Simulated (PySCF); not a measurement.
Si(F)(NHSiH3)2(Cl) (ClFH8N2Si3), SMILES F[Si](Cl)(N[SiH3])N[SiH3].

Coordinates come from a PBE0-D3(BJ)/def2-SVP optimisation. The values are those of a single conformer.

Two levels are set side by side: PBE/def2-TZVP (PySCF) and M06-2X/def2-TZVP (PySCF). Same geometry, gas phase. Differences are taken from unrounded values.

| quantity | M06-2X |
|---|---|
| orbital gap (eV) | 9.92 |
| highest occupied level (eV) | -9.36 |
| lowest empty level (eV) | 0.56 |
| dipole moment (D) | 2.84 |

Question: What does PBE give, and how far is it from M06-2X? (Estimate from the structure and the level; the computed values follow.)

Answer: 
```csv
quantity,PBE,PBE minus M06-2X
orbital gap (eV),5.68,-4.24
highest occupied level (eV),-6.66,2.71
lowest empty level (eV),-0.98,-1.54
dipole moment (D),2.72,-0.12
```

PBE's occupied levels lie high since its potential decays too fast outside the molecule; exact exchange lowers them and widens the gap. Differences between two approximate levels are no errors against the true value.

Rough cost on one machine, each run with all the roots and properties that it gave: M06-2X against PBE within a factor of 2.
